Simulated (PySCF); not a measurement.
C₃H₇NSi, SMILES C(=CN[SiH3])=C.

Coordinates come from a PBE-D3(BJ)/def2-SVP optimisation. This is a generated structure with no PubChem entry under its InChIKey; it may be hypothetical. One conformer was computed; it need not be the lowest.

Level of theory: PBE-D3(BJ)/def2-SVP in PySCF.

Frequencies are harmonic and unscaled.

Computed normal modes with their intensities:
| mode | ν (cm⁻¹) | IR (km/mol) | moving atoms (share of kinetic energy) |
|---|---|---|---|
| 1 | 104 | 0.1 | C 45 %, Si 32 %, H 20 % |
| 2 | 131 | 0.2 | H 64 %, C 17 %, N 17 % |
| 3 | 145 | 0.6 | H 85 %, N 11 % |
| 4 | 209 | 17.8 | H 58 %, C 25 %, N 16 % |
| 5 | 253 | 65.0 | H 57 %, C 37 % |
| 6 | 270 | 3.0 | C 58 %, H 18 %, N 14 %, Si 10 % |
| 7 | 585 | 32.0 | H 49 %, C 36 %, N 10 % |
| 8 | 600 | 3.1 | H 62 %, C 35 % |
| 9 | 683 | 20.9 | H 84 %, Si 8 % |
| 10 | 701 | 14.2 | C 36 %, Si 25 %, H 21 %, N 18 % |
| 11 | 786 | 37.6 | N 43 %, H 35 %, Si 12 %, C 10 % |
| 12 | 846 | 11.8 | H 85 %, C 15 % |
| 13 | 863 | 25.2 | H 74 %, C 26 % |
| 14 | 886 | 60.3 | H 96 % |
| 15 | 905 | 197.0 | H 91 %, Si 9 % |
| 16 | 945 | 95.1 | H 94 % |
| 17 | 972 | 0.6 | H 69 %, C 31 % |
| 18 | 995 | 8.7 | C 53 %, H 36 %, N 10 % |
| 19 | 1182 | 28.4 | H 82 %, C 9 %, N 9 % |
| 20 | 1324 | 194.5 | H 53 %, C 24 %, N 23 % |
| 21 | 1355 | 40.3 | H 76 %, N 18 % |
| 22 | 1453 | 58.9 | C 54 %, H 42 % |
| 23 | 2015 | 43.5 | C 98 % |
| 24 | 2156 | 126.7 | H 96 % |
| 25 | 2161 | 59.6 | H 98 % |
| 26 | 2184 | 112.2 | H 96 % |
| 27 | 3011 | 32.2 | H 95 % |
| 28 | 3070 | 7.2 | H 92 %, C 8 % |
| 29 | 3084 | 6.8 | H 89 %, C 11 % |
| 30 | 3569 | 51.0 | H 93 % |
